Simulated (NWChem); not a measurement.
# TiHF₃; SMILES [F][TiH]([F])[F]

Results from NWChem. Pople sets run with spherical d functions. The geometry was optimised at PBE0/def2-SVP. Level PBE/6-31G*: energy and gradient on several grids; changes count from the extra-fine grid, which is no exact limit either.

```csv
grid,size of the energy change (μHa),largest change of a gradient component (μHa/bohr)
xcoarse,6000,6000
coarse,100,500
medium,< 10,40
fine,< 10,< 30
xfine,< 10,< 30
```
